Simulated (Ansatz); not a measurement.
Ag₂H₃⁻, relaxed as a singlet with RKS r2SCAN-D4/def2-TZVPD in Ansatz, starting from the GFN1-xTB geometry. Force threshold 0.02 eV/Å.

In the def2 sets Ag takes a core potential; there is no spin–orbit coupling. The structure comes from a short search, and lower isomers may exist.

Start:

Cartesian coordinates in Å:
```
Ag 0.761 -1.192 -0.163
Ag -0.665 1.025 0.147
H 1.619 -0.680 1.043
H -1.508 2.383 0.317
H -0.206 -1.536 -1.346
```

(1) Estimate the energy that the relaxation releases and the steps that it takes.

(2) Does the start keep its bonding and symmetry?

(3) Predict the relaxed structure.

Answers

(1) 84.8 kJ/mol, in 12 steps; 23 s on 4 threads of Arm Neoverse V1 on a shared host. No frequencies were taken in this run, so the end may be a saddle point.

(2) Bonds formed: Ag2–H3 (atoms count from 1). The end is the same structure that another start reached, the lowest one found. Point group Cs at the start, C2v at the end, both within 0.05 Å.

(3) 
```xyz
5

Ag    0.463   -1.252   -0.490
Ag   -0.297    1.236    0.637
H     0.855   -0.083    0.761
H    -1.280    2.564    0.684
H     0.258   -2.465   -1.593
```
Bond lengths (bridged metal pairs left out): 4 × Ag–H 1.65 to 1.76 Å.
